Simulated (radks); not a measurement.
All-electron atom: the lead ion Pb24+ in [Kr] 4d10 4f12.

Method: Dirac Kohn-Sham, exchange-only PBE, spin-unpolarised, spherical densities, finite nucleus; open shells fill j = l - 1/2 first; Fermi nuclear charge, rms radius 5.5012 fm; computed with a radial shooting solver on a logarithmic mesh with Libxc functionals.

Energy parts (eV):
total: -562561.57
kinetic: 655016.56
electron-nucleus: -1384828.83
Hartree: 177086.48
exchange: -9835.79

Orbitals (lengths in bohr, moments of r in powers of bohr):
orbital  occ.  eigenvalue (eV)      <r^2>  <1/r>      <r>
1s1/2       2        -88589.74  0.0003575  101.2  0.01606
2s1/2       2        -16374.33   0.005364  25.05  0.06691
2p1/2       2        -15759.85   0.003772  25.01  0.05486
2p3/2       4        -13569.04   0.004953  19.97  0.06377
3s1/2       2        -4420.250    0.03469  9.198   0.1738
3p1/2       2        -4141.510    0.03149  9.113   0.1642
3p3/2       4        -3651.388    0.03778  7.794   0.1804
3d3/2       4        -3191.201    0.02879  7.694   0.1566
3d5/2       6        -3086.705    0.03049  7.400   0.1615
4s1/2       2        -1478.452     0.1624  3.959   0.3794
4p1/2       2        -1356.880     0.1637  3.857   0.3794
4p3/2       4        -1232.476     0.1919  3.409   0.4113
4d3/2       4        -1033.381     0.1945  3.234   0.4113
4d5/2       6        -1009.464     0.2034  3.135   0.4210
4f5/2       6        -751.3653     0.2000  2.867   0.4143
4f7/2       6        -745.5106     0.2042  2.831   0.4188

The highest occupied level is 4f7/2 at -745.51 eV. For comparison, the ionisation energy in NIST's Atomic Spectra Database is 750 eV (theoretical). In exact Kohn-Sham theory the highest level is minus the ionisation energy, but local and semilocal functionals leave it too shallow, through self-interaction and a potential that decays too fast; potentials with the right tail come closer. Summed over all electrons, <r^2> = 6.464 bohr^2, which gives a Langevin (diamagnetic) susceptibility term of -5.12 x 10^-6 cm^3/mol.

Beside tabulated values, note that spin-unpolarised runs miss the spin-polarisation part of the exchange energy of open shells.
